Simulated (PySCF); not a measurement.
PySCF input:

```python
from pyscf import gto, scf, dft

mol = gto.M(
    atom='''
    C    -1.98934015    0.02581278    0.22437496
    C    -0.78324997    0.42045104   -0.53685828
    C     0.51000386   -0.08312803    0.05906458
    O     0.62534061   -0.74636294    1.05441797
    O     1.57293551    0.31084764   -0.68218178
    H    -1.89823571   -0.56949993    1.11944023
    H    -2.96565995    0.33516932   -0.11760314
    H    -0.81917032    0.06992487   -1.57791148
    H    -0.69374103    1.51175390   -0.63171011
    H     2.36611558   -0.04204055   -0.24959265
    ''',
    basis='def2-tzvpd',
    charge=0,
    spin=1,
    verbose=4,
)

mf = dft.UKS(mol, xc='tpssh').density_fit(auxbasis='def2-universal-jkfit')
mf.grids.level = 3
mf.conv_tol = 1e-9
mf.max_cycle = 100
mf.max_memory = 1500
mf.kernel()
if not mf.converged:
    mf = mf.newton()
    mf.kernel(mf.make_rdm1())
for _ in range(2):
    mo, _, stable, _ = mf.stability(return_status=True)
    if stable:
        break
    mf.kernel(mf.make_rdm1(mo, mf.mo_occ))
mf.analyze()
```

Predict the final energy.

-267.84901 Eh (TPSSh/def2-TZVPD).

It need not be the lowest isomer of its formula.
